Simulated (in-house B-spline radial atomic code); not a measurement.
## Solving the quasi-particle equation for 2p of Cl⁷⁺

Configuration [He] 2s2 2p6, start r2SCAN; correlation leaves out the deepest shell. Computed with an all-electron radial atomic-structure program (B-spline basis): all electrons, non-relativistic, point nucleus, each spin shell either full or empty, empty states to l = 9 with an (l + 1/2)⁻⁴ tail; G0W0 by contour deformation at full frequency.

At the mean-field level ε = -325.861 eV the matrix elements are Σx = -89.653 eV, v_xc = -65.166 eV and Σc(ε) = 1.693 eV, and the slope of the correlation self-energy is dΣc/dω = -0.0162. The quasi-particle energy solves E = ε + Σx − v_xc + Σc(E).

Question: What does the linearised equation give?

Answer: Z = 1/(1 − dΣc/dω) = 1/1.0162 = 0.9841. The first-order shift is Σx − v_xc + Σc(ε) = -89.653 − (-65.166) + (1.693) = -22.794 eV, so E ≈ ε + Z × shift = -325.861 + 0.9841 × (-22.794) = -348.293 eV.

Question: How does that compare with the full solution and with static screening?

Answer: Solving the equation at full frequency dependence gives E = -348.272 eV, where Σc = 2.076 eV and the weight is 0.982; the linearised value is off by 21 meV. Leaving Z out would give -348.655 eV. Static COHSEX puts -2.315 eV in place of Σc and gives -352.663 eV, 4.39 eV deeper. The tabulated removal energy is 348.306 ± 0.007 eV (NIST, measured); the run leaves out relativity, Breit and QED terms.
